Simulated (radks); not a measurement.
Values are calculated unless marked as measured or tabulated.
Q: The mean radii <r> (bohr) of the occupied orbitals of an atom or ion are listed with their occupations. Level of theory: scalar-relativistic Kohn-Sham, BLYP, spin-unpolarised, spherical densities, point nucleus (a radial shooting solver on a logarithmic mesh with Libxc functionals).

orbital  occ.      <r>
1s          2  0.03517
2s          2   0.1537
2p          6   0.1339
3s          2   0.4276
3p          6   0.4286
3d         10   0.4113
4s          2    1.018
4p          3    1.084

Name the element and its charge.

A: Z = 42, molybdenum, charge +9: Mo9+ in [Ar] 3d10 4s2 4p3. The 1s radius gives Z: for a bare nucleus <r> = (2 gamma + 1)/(2Z) with gamma = sqrt(1 - (Z/c)^2), 0.03457 bohr for Z = 42, and screening makes it slightly larger (0.03517 here). The occupations add up to 33, and the charge is Z minus that.
